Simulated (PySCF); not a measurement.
Gas-phase XPS of `N#CC[AsH2]`, computed

Species: C2H4AsN.
Geometry (PBE0-D3(BJ)/def2-SVP, Å), atoms numbered from 1 in this order:
```
atom  x, y, z in Å
N1     1.6756    0.9149    1.2663
C2     1.0773    0.1974    0.5811
C3     0.3011   -0.6734   -0.2719
As4   -1.5503   -0.0258   -0.6556
H5     0.8083   -0.8034   -1.2399
H6     0.2099   -1.6691    0.1878
H7    -1.1150    1.3992   -0.9725
H8    -1.8561    0.3274    0.7944
```

Method used: delta-SCF UKS SCAN, pcX-2 on the ionised atom, pcseg-1 elsewhere, spin-free X2C in PySCF 2.14.0. Each binding energy is the total energy of the core-ionised species, with the hole localised on one atom, minus that of the ground state; both are solved self-consistently, so orbital relaxation is included.

Q: What binding energy does each computed site have?

A: 
```json
{"atom(s)": "N1", "environment": "nitrile nitrogen", "level": "N 1s", "binding energy (eV)": "404.86", "above the level's lowest (eV)": "0.00", "count": "1"}
{"atom(s)": "C2", "environment": "nitrile carbon", "level": "C 1s", "binding energy (eV)": "292.28", "above the level's lowest (eV)": "+0.04", "count": "1"}
{"atom(s)": "C3", "environment": "sp3 carbon next to a nitrile", "level": "C 1s", "binding energy (eV)": "292.24", "above the level's lowest (eV)": "0.00", "count": "1"}
```

The 2 C 1s values lie within 0.04 eV of each other; Gaussian lines of 0.5 eV full width would blend them into one maximum.

Q: Which effective nuclear charge Zeff reproduces each element's mean 1s value in the hydrogen-like formula E = 13.606 eV × Zeff²?

A: C (Z = 6): mean 292.3 eV, Zeff = 4.63, Z − Zeff = 1.37; N (Z = 7): mean 404.9 eV, Zeff = 5.45, Z − Zeff = 1.55. Means run over the listed sites, weighted by atom count.

No level of arsenic is listed. One conformer (not necessarily the lowest) at the PBE0-D3(BJ)/def2-SVP geometry, without solvent, vibrations or thermal averaging.

Time: 15 s of wall time. Hardware: an Arm Neoverse V1 with one thread, on a shared host.
